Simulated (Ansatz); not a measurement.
Harmonic frequencies (cm⁻¹) at PBE0-D4/def2-TZVP from Ansatz: 25, 42, 155, 194, 212, 235, 309, 438, 493, 582, 641, 701, 745, 758, 832, 855, 880, 906, 909, 949, 949, 966, 972, 1207, 1276, 1447, 1449, 2193, 2221, 2234, 2252, 3047, 3129, 3137, 3588, 3920.

Each molecule was computed in one conformer, which needn't be the lowest.

Question: Which molecule is it?
A. `F[SiH2]C[SiH3]`
B. `C[SiH](N)[SiH2]O`
C. `CO[SiH2]S[SiH3]`
D. `C[SiH2]N[SiH2]O`

Answer: D.
